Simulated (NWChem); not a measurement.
Everything below was run with NWChem. System: C2H8Si2, charge 0, spin multiplicity 1, at a geometry optimised with B3LYP/def2-SVP. The structure started from a generated list of species. Level: CAM-B3LYP/def2-TZVP.

Job file:

```
start mol
memory heap 200 mb stack 800 mb global 1000 mb
geometry units angstroms nocenter noautoz
  Si    -1.792916    -0.658009    -0.409770
  C     -0.633192    -0.232560     1.011561
  C      0.633192     0.232560     1.011561
  Si     1.792916     0.658009    -0.409770
  H     -2.193492    -2.093027    -0.297155
  H     -3.032422     0.167244    -0.287809
  H     -1.183725    -0.426391    -1.747474
  H     -1.091621    -0.401074     1.999854
  H      1.091621     0.401074     1.999854
  H      1.183725     0.426391    -1.747474
  H      3.032422    -0.167244    -0.287809
  H      2.193492     2.093027    -0.297155
  symmetry group C2
end
basis spherical
  * library def2-tzvp
end
dft
  xc xcamb88 1.00 lyp 0.81 vwn_5 0.19 hfexch 1.00
  cam 0.33 cam_alpha 0.19 cam_beta 0.46
  direct
  iterations 100
end
task dft energy
```

Part of the output:

```
             Northwest Computational Chemistry Package (NWChem) 7.3.0
             --------------------------------------------------------

                                NWChem Input Module
                                -------------------

 Scaling coordinates for geometry "geometry" by  1.889725989
 (inverse scale =  0.529177249)

 Turning off AUTOSYM since
 SYMMETRY directive was detected!

                             Geometry "geometry" -> ""
                             -------------------------

 Output coordinates in angstroms (scale by  1.889725989 to convert to a.u.)

  No.       Tag          Charge          X              Y              Z
 ---- ---------------- ---------- -------------- -------------- --------------
    1 Si                  14.0000    -1.79291600    -0.65800900    -0.40977000
    2 C                    6.0000    -0.63319200    -0.23256000     1.01156100
    3 C                    6.0000     0.63319200     0.23256000     1.01156100
    4 Si                  14.0000     1.79291600     0.65800900    -0.40977000
    5 H                    1.0000    -2.19349200    -2.09302700    -0.29715500
    6 H                    1.0000    -3.03242200     0.16724400    -0.28780900
    7 H                    1.0000    -1.18372500    -0.42639100    -1.74747400
    8 H                    1.0000    -1.09162100    -0.40107400     1.99985400
    9 H                    1.0000     1.09162100     0.40107400     1.99985400
   10 H                    1.0000     1.18372500     0.42639100    -1.74747400
   11 H                    1.0000     3.03242200    -0.16724400    -0.28780900
   12 H                    1.0000     2.19349200     2.09302700    -0.29715500

 Effective nuclear repulsion energy (a.u.)     193.5652210042

            Nuclear Dipole moment (a.u.)
            ----------------------------
        X                 Y               Z
 ---------------- ---------------- ----------------
     0.0000000000     0.0000000000     0.0000075589

      Symmetry information
      --------------------

 Group name             C2
 Group number              4
 Group order               2
 No. of unique centers     6

      Symmetry unique atoms

     1    2    5    6    7    8


 Summary of "ao basis" -> "" (spherical)
 ------------------------------------------------------------------------------
       Tag                 Description            Shells   Functions and Types
 ---------------- ------------------------------  ------  ---------------------
 *                         def2-tzvp                  on all atoms

                                 NWChem DFT Module
                                 -----------------

 Summary of "ao basis" -> "ao basis" (spherical)
 ------------------------------------------------------------------------------
       Tag                 Description            Shells   Functions and Types
 ---------------- ------------------------------  ------  ---------------------
 Si                        def2-tzvp                13       37   5s5p2d1f
 C                         def2-tzvp                11       31   5s3p2d1f
 H                         def2-tzvp                 4        6   3s1p

 Summary of "ao basis" -> "ao basis" (spherical)
 ------------------------------------------------------------------------------
       Tag                 Description            Shells   Functions and Types
 ---------------- ------------------------------  ------  ---------------------
 Si                        def2-tzvp                13       37   5s5p2d1f
 C                         def2-tzvp                11       31   5s3p2d1f
 H                         def2-tzvp                 4        6   3s1p

      Symmetry analysis of basis
      --------------------------

        a          92
        b          92

  int_init: cando_txs set to always be  F

            General Information
            -------------------
          SCF calculation type: DFT
          Wavefunction type:  closed shell.
          No. of atoms     :    12
          No. of electrons :    48
           Alpha electrons :    24
            Beta electrons :    24
          Charge           :     0
          Spin multiplicity:     1
          Use of symmetry is: on ; symmetry adaption is: on
          Maximum number of iterations: 100
          This is a Direct SCF calculation.
          AO basis - number of functions:   184
                     number of shells:    80
          Convergence on energy requested:  1.00D-06
          Convergence on density requested:  1.00D-05
          Convergence on gradient requested:  5.00D-04

              XC Information
              --------------
                     Hartree-Fock (Exact) Exchange  1.000
                   CAM-Becke88 Exchange Functional  1.000
                      VWN V Correlation Functional  0.190 local
              Lee-Yang-Parr Correlation Functional  0.810

           Range-Separation Parameters
           ---------------------------
           Alpha           :  0.19
           Beta            :  0.46
           Gamma           :  0.33
           Short-Range HF  :     F

             Grid Information
             ----------------
          Grid used for XC integration:  medium
          Radial quadrature: Mura-Knowles
          Angular quadrature: Lebedev.
          Tag              B.-S. Rad. Rad. Pts. Rad. Cut. Ang. Pts.
          ---              ---------- --------- --------- ---------
          Si                  1.10       88          12.0       590
          C                   0.70       49          11.0       434
          H                   0.35       45          14.0       434
          Grid pruning is: on
          Number of quadrature shells:   317
          Spatial weights used:  Erf1

          Convergence Information
          -----------------------
          Convergence aids based upon iterative change in
          total energy or number of iterations.
          Levelshifting, if invoked, occurs when the
          HOMO/LUMO gap drops below (HL_TOL):  1.00D-02
          DIIS, if invoked, will attempt to extrapolate
          using up to (NFOCK): 10 stored Fock matrices.

                    Damping( 0%)  Levelshifting(0.5)       DIIS
                  --------------- ------------------- ---------------
          dE  on:    start            ASAP                start
          dE off:    2 iters        100 iters           100 iters

      Screening Tolerance Information
      -------------------------------
          Density screening/tol_rho:  1.00D-10
          AO Gaussian exp screening on grid/accAOfunc:  14
          CD Gaussian exp screening on grid/accCDfunc:  20
          XC Gaussian exp screening on grid/accXCfunc:  20
          Schwarz screening/accCoul:  1.00D-08

      Superposition of Atomic Density Guess
      -------------------------------------

 Sum of atomic energies:        -657.01195100

      Non-variational initial energy
      ------------------------------

 Total energy =    -658.842804
 1-e energy   =   -1290.584433
 2-e energy   =     438.176409
 HOMO         =      -0.327876
 LUMO         =      -0.037190

      Symmetry analysis of molecular orbitals - initial
      -------------------------------------------------

  Numbering of irreducible representations:

     1 a           2 b

  Orbital symmetries:

     1 b           2 a           3 a           4 b           5 a
     6 b           7 a           8 b           9 a          10 b
    11 b          12 a          13 a          14 b          15 a
    16 b          17 a          18 a          19 b          20 a
    21 a          22 b          23 b          24 b          25 a
    26 a          27 b          28 b          29 a          30 a
    31 b          32 a          33 b          34 a

   convergence    iter        energy       DeltaE   RMS-Dens  Diis-err    time
 ---------------- ----- ----------------- --------- --------- ---------  ------
 d= 0,ls=0.0,diis     1   -659.9257048264 -8.53D+02  2.33D-03  7.92D-01    30.5
 d= 0,ls=0.0,diis     2   -659.9738716587 -4.82D-02  8.15D-04  1.39D-02    57.3
 d= 0,ls=0.0,diis     3   -659.9753091387 -1.44D-03  2.57D-04  7.92D-03    89.6
 d= 0,ls=0.0,diis     4   -659.9762447883 -9.36D-04  6.72D-05  1.80D-04   124.1
 d= 0,ls=0.0,diis     5   -659.9762710598 -2.63D-05  1.84D-05  2.06D-05   159.8
  Resetting Diis
 d= 0,ls=0.0,diis     6   -659.9762740849 -3.03D-06  4.44D-06  1.05D-06   196.4
 d= 0,ls=0.0,diis     7   -659.9762742178 -1.33D-07  9.27D-07  1.00D-08   234.6

         Total DFT energy =     -659.976274217814
      One electron energy =    -1294.796624643085
           Coulomb energy =      496.842042230018
    Exchange-Corr. energy =      -55.586912808947
 Nuclear repulsion energy =      193.565221004202

 Numeric. integr. density =       47.999971380817

     Total iterative time =    232.8s

                  Occupations of the irreducible representations
                  ----------------------------------------------

                     irrep           alpha         beta
                     --------     --------     --------
                     a                12.0         12.0
                     b                12.0         12.0

                       DFT Final Molecular Orbital Analysis
                       ------------------------------------

 Vector   22  Occ=2.000000D+00  E=-3.996006D-01  Symmetry=b
              MO Center= -3.4D-13, -1.2D-13, -8.7D-01, r^2= 5.9D+00
   Bfn.  Coefficient  Atom+Function         Bfn.  Coefficient  Atom+Function
  ----- ------------  ---------------      ----- ------------  ---------------
   150      0.174386   7 H  s               168     -0.174386  10 H  s
    15      0.169838   1 Si px              114      0.169838   4 Si px
    17     -0.118963   1 Si pz              116      0.118963   4 Si pz
   151      0.115349   7 H  s               169     -0.115349  10 H  s
   149      0.111550   7 H  s               167     -0.111550  10 H  s

 Vector   23  Occ=2.000000D+00  E=-3.610391D-01  Symmetry=b
              MO Center= -3.9D-14, -9.8D-15,  5.4D-01, r^2= 3.8D+00
   Bfn.  Coefficient  Atom+Function         Bfn.  Coefficient  Atom+Function
  ----- ------------  ---------------      ----- ------------  ---------------
    45      0.214627   2 C  pz               76     -0.214627   3 C  pz
   156      0.159568   8 H  s               162     -0.159568   9 H  s
    17     -0.157305   1 Si pz               48      0.157200   2 C  pz
    79     -0.157200   3 C  pz              116      0.157305   4 Si pz
   157      0.121062   8 H  s               163     -0.121062   9 H  s

 Vector   24  Occ=2.000000D+00  E=-3.397578D-01  Symmetry=b
              MO Center= -2.5D-14, -9.8D-15,  7.0D-01, r^2= 3.6D+00
   Bfn.  Coefficient  Atom+Function         Bfn.  Coefficient  Atom+Function
  ----- ------------  ---------------      ----- ------------  ---------------
    44      0.245061   2 C  py               75      0.245061   3 C  py
    47      0.211562   2 C  py               78      0.211562   3 C  py
    50      0.140833   2 C  py               81      0.140833   3 C  py
    43     -0.089956   2 C  px               74     -0.089956   3 C  px
   138      0.083793   5 H  s               180     -0.083793  12 H  s

 Vector   25  Occ=0.000000D+00  E= 6.463696D-03  Symmetry=a
              MO Center=  4.8D-14,  2.1D-14,  7.4D-01, r^2= 3.7D+00
   Bfn.  Coefficient  Atom+Function         Bfn.  Coefficient  Atom+Function
  ----- ------------  ---------------      ----- ------------  ---------------
    50      0.473606   2 C  py               81     -0.473606   3 C  py
    44      0.245856   2 C  py               75     -0.245856   3 C  py
   139      0.218520   5 H  s               181      0.218520  12 H  s
   145     -0.215479   6 H  s               175     -0.215479  11 H  s
    47      0.207290   2 C  py               78     -0.207290   3 C  py

 Vector   26  Occ=0.000000D+00  E= 5.413945D-02  Symmetry=a
              MO Center= -3.4D-13, -1.6D-13, -3.9D-01, r^2= 9.2D+00
   Bfn.  Coefficient  Atom+Function         Bfn.  Coefficient  Atom+Function
  ----- ------------  ---------------      ----- ------------  ---------------
    42      1.387032   2 C  s                73      1.387032   3 C  s
    18     -0.815178   1 Si px              117      0.815178   4 Si px
    20     -0.731419   1 Si pz              119     -0.731419   4 Si pz
   157     -0.492144   8 H  s               163     -0.492144   9 H  s
     5     -0.465214   1 Si s               104     -0.465214   4 Si s

 Vector   27  Occ=0.000000D+00  E= 7.011007D-02  Symmetry=b
              MO Center=  1.5D-13,  1.5D-13, -7.9D-01, r^2= 6.5D+00
   Bfn.  Coefficient  Atom+Function         Bfn.  Coefficient  Atom+Function
  ----- ------------  ---------------      ----- ------------  ---------------
    19      1.139616   1 Si py              118      1.139616   4 Si py
   145     -0.827560   6 H  s               175      0.827560  11 H  s
   139      0.799867   5 H  s               181     -0.799867  12 H  s
    18     -0.363645   1 Si px              117     -0.363645   4 Si px
    50     -0.202845   2 C  py               81     -0.202845   3 C  py

 center of mass
 --------------
 x =   0.00000000 y =  -0.00000000 z =   0.01457560

 moments of inertia (a.u.)
 ------------------
         298.582182273545        -284.533453584914           0.000000000000
        -284.533453584914         969.393487867945           0.000000000000
           0.000000000000           0.000000000000         921.513256993655

     Multipole analysis of the density
     ---------------------------------

     L   x y z        total         alpha         beta         nuclear
     -   - - -        -----         -----         ----         -------
     0   0 0 0      0.000000    -24.000000    -24.000000     48.000000

     1   1 0 0     -0.000000     -0.000000     -0.000000      0.000000
     1   0 1 0      0.000000      0.000000      0.000000      0.000000
     1   0 0 1      0.273198      0.136595      0.136595      0.000008

     2   2 0 0    -33.008999   -245.085088   -245.085088    457.161177
     2   1 1 0      0.174254    -79.999465    -79.999465    160.173183
     2   1 0 1     -0.000000     -0.000000     -0.000000     -0.000000
     2   0 2 0    -33.417085    -56.481518    -56.481518     79.545950
     2   0 1 1     -0.000000     -0.000000     -0.000000      0.000000
     2   0 0 2    -30.928843    -71.581950    -71.581950    112.235057

 Task  times  cpu:      234.7s     wall:      234.7s

 Total times  cpu:      234.7s     wall:      234.7s
```
